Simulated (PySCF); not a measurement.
# Pauling's electronegativity from computed bond energies: partners of Rb

PBE0 in PySCF with def2-SVPD on every atom (core potentials on Rb, Cs), for the lowest determinant that a PBE0 search found; no spin–orbit coupling. De of Rb2 is 0.45 eV.

```csv
B,De(B₂) (eV),De(RbB) (eV)
Cl,2.23,4.28
F,1.39,4.80
Cs,0.40,0.43
Na,0.71,0.58
Li,0.85,0.61
H,4.44,1.56
```

Q: With Δ = De(RbB) − [De(Rb₂) + De(B₂)]/2, give Δ and the electronegativity difference √(Δ/eV).

A: 

```csv
B,Δ (eV),√Δ
Cl,2.94,1.71
F,3.88,1.97
Cs,0.01,0.07
Na,0.00,none (Δ < 0)
Li,-0.04,none (Δ < 0)
H,-0.89,none (Δ < 0)
```

The rule was made for single bonds and measured bond energies; here it is fed with computed well depths. With the arithmetic mean Δ turns negative when the two homonuclear bonds differ much, as for alkali hydrides.

Closed-shell solutions of metal pairs were not tested for spin polarisation, which can lower them a little. Weak bonds: Cs2, CsRb, Rb2. Basis-set superposition, not corrected here, can be much of De in a small basis, most of all at correlated wavefunction levels. Functionals without a dispersion term scatter widely for such bonds, and LDA overbinds them. Spin–orbit coupling is left out, which matters for elements this heavy, above all for dissociation energies.
